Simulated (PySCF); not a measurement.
## Shifts of the heteroatoms

Geometry:
```json
{"atom": "C1", "x (Å)": "-2.667", "y (Å)": "-0.529", "z (Å)": "-1.298"}
{"atom": "O2", "x (Å)": "-2.333", "y (Å)": "0.114", "z (Å)": "-0.093"}
{"atom": "C3", "x (Å)": "-1.020", "y (Å)": "0.179", "z (Å)": "0.269"}
{"atom": "C4", "x (Å)": "0.021", "y (Å)": "-0.349", "z (Å)": "-0.371"}
{"atom": "Si5", "x (Å)": "1.804", "y (Å)": "-0.191", "z (Å)": "0.188"}
{"atom": "C6", "x (Å)": "2.874", "y (Å)": "-1.091", "z (Å)": "-1.093"}
{"atom": "C7", "x (Å)": "-0.891", "y (Å)": "0.985", "z (Å)": "1.542"}
{"atom": "C8", "x (Å)": "-0.538", "y (Å)": "2.343", "z (Å)": "1.215"}
{"atom": "N9", "x (Å)": "-0.270", "y (Å)": "3.419", "z (Å)": "0.938"}
{"atom": "H10", "x (Å)": "-3.747", "y (Å)": "-0.438", "z (Å)": "-1.394"}
{"atom": "H11", "x (Å)": "-2.390", "y (Å)": "-1.588", "z (Å)": "-1.273"}
{"atom": "H12", "x (Å)": "-2.182", "y (Å)": "-0.048", "z (Å)": "-2.153"}
{"atom": "H13", "x (Å)": "-0.164", "y (Å)": "-0.903", "z (Å)": "-1.281"}
{"atom": "H14", "x (Å)": "1.969", "y (Å)": "-0.836", "z (Å)": "1.504"}
{"atom": "H15", "x (Å)": "2.209", "y (Å)": "1.215", "z (Å)": "0.300"}
{"atom": "H16", "x (Å)": "2.804", "y (Å)": "-0.621", "z (Å)": "-2.070"}
{"atom": "H17", "x (Å)": "2.575", "y (Å)": "-2.129", "z (Å)": "-1.203"}
{"atom": "H18", "x (Å)": "3.919", "y (Å)": "-1.079", "z (Å)": "-0.799"}
{"atom": "H19", "x (Å)": "-1.855", "y (Å)": "0.992", "z (Å)": "2.059"}
{"atom": "H20", "x (Å)": "-0.122", "y (Å)": "0.564", "z (Å)": "2.191"}
```

[PySCF: GFN2-xTB geometry; σ from GIAO-PBE0/pcSseg-1; relativity neglected; isolated molecule; rapidly exchanging positions averaged; one computed conformer]

Task: Where does $^{29}$Si resonate?

Result: 
| atoms | environment | σ (ppm) | δ (ppm) |
| --- | --- | --- | --- |
| Si5 | silicon bonded to 2 C, 2 H | 405.5 | -53.3 |

Shieldings were converted by a linear fit to measured shifts: $^{29}$Si (scatter 8.9 ppm rms, 25.8 ppm with the 6 outliers that the fit left out vs TMS, solution or neat liquid). Occasional misses reach two or three times the rms, and more in compound classes unlike the fitted ones.

On a 400 MHz spectrometer $^{29}$Si resonates near 79.5 MHz, so 1 ppm is 79.5 Hz.

Task: Predict the $^{15}$N NMR data.

Result: 
```json
{"atoms": "N9", "environment": "nitrile nitrogen", "σ (ppm)": "-33.0", "δ (ppm)": "-117.7"}
```

Shieldings were converted by a linear fit to measured shifts: $^{15}$N: δ = -148.07 − 0.921σ (rms 6.3 ppm, 71 shifts vs CH3NO2, solution or neat liquid). A few per cent of atoms miss by over 2 rms, more outside the fitted compound classes.

On a 300 MHz spectrometer $^{15}$N resonates near 30.4 MHz, so 1 ppm is 30.4 Hz.

Task: Predict the $^{17}$O NMR data.

Result: 
```
atoms   environment  σ (ppm)  δ (ppm)
   O2  ether oxygen    184.6     98.6
```

Shieldings were converted by a linear fit to measured shifts: $^{17}$O (scatter 10.7 ppm rms, 12.2 ppm with the 3 outliers that the fit left out vs liquid water, solution or neat liquid). Occasional misses reach two or three times the rms, and more in compound classes unlike the fitted ones.

On a 500 MHz spectrometer $^{17}$O resonates near 67.8 MHz, so 1 ppm is 67.8 Hz.
